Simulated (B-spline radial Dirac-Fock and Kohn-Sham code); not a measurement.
Scattering functions of Tb

System: neutral terbium, configuration 1s2 2s2 2p6 3s2 3p6 3d10 4s2 4p6 4d10 4f9 5s2 5p6 5d1 6s1 (not the ground configuration).

Model: Dirac-Fock densities. Program: a B-spline atomic structure program. f₀ is the Fourier transform of the spherical electron density, S the Waller-Hartree incoherent function, and s = sin θ/λ. The electron scattering factor follows from the Mott-Bethe formula f_e = 0.023934 Å⁻¹·(Z − f₀)/s².

| s (Å⁻¹) | f₀ | S | f_e (Å) |
| --- | --- | --- | --- |
| 0 | 65.000 | 0.000 | – |
| 0.05 | 63.639 | 1.802 | 13.033 |
| 0.1 | 60.752 | 4.519 | 10.168 |
| 0.15 | 57.470 | 7.210 | 8.010 |
| 0.2 | 54.007 | 9.875 | 6.577 |
| 0.25 | 50.509 | 12.361 | 5.549 |
| 0.3 | 47.146 | 14.674 | 4.748 |
| 0.35 | 44.031 | 16.833 | 4.097 |
| 0.4 | 41.201 | 18.824 | 3.560 |
| 0.45 | 38.642 | 20.639 | 3.115 |
| 0.5 | 36.320 | 22.294 | 2.746 |
| 0.6 | 32.245 | 25.243 | 2.178 |
| 0.7 | 28.776 | 27.881 | 1.769 |
| 0.8 | 25.823 | 30.303 | 1.465 |
| 0.9 | 23.351 | 32.549 | 1.231 |
| 1 | 21.320 | 34.645 | 1.045 |
| 1.1 | 19.672 | 36.606 | 0.897 |
| 1.2 | 18.335 | 38.434 | 0.776 |
| 1.4 | 16.295 | 41.654 | 0.595 |
| 1.6 | 14.698 | 44.285 | 0.470 |
| 1.8 | 13.260 | 46.409 | 0.382 |
| 2 | 11.886 | 48.155 | 0.318 |
| 2.5 | 8.859 | 51.501 | 0.215 |
| 3 | 6.790 | 53.980 | 0.155 |
| 3.5 | 5.601 | 55.904 | 0.116 |
| 4 | 4.912 | 57.429 | 0.090 |
| 5 | 3.979 | 59.655 | 0.058 |
| 6 | 3.146 | 61.129 | 0.041 |

f₀ starts at the number of electrons, 65, and has fallen to half at s ≈ 0.59 Å⁻¹. The sum of ⟨r²⟩ over the electrons is 83.25 bohr². It fixes the forward electron scattering factor, f_e(0) = (a₀/3)Σ⟨r²⟩ = 14.685 Å.

Values without a named source are computed, but for edge energies of neutral atoms, which are taken from tables.
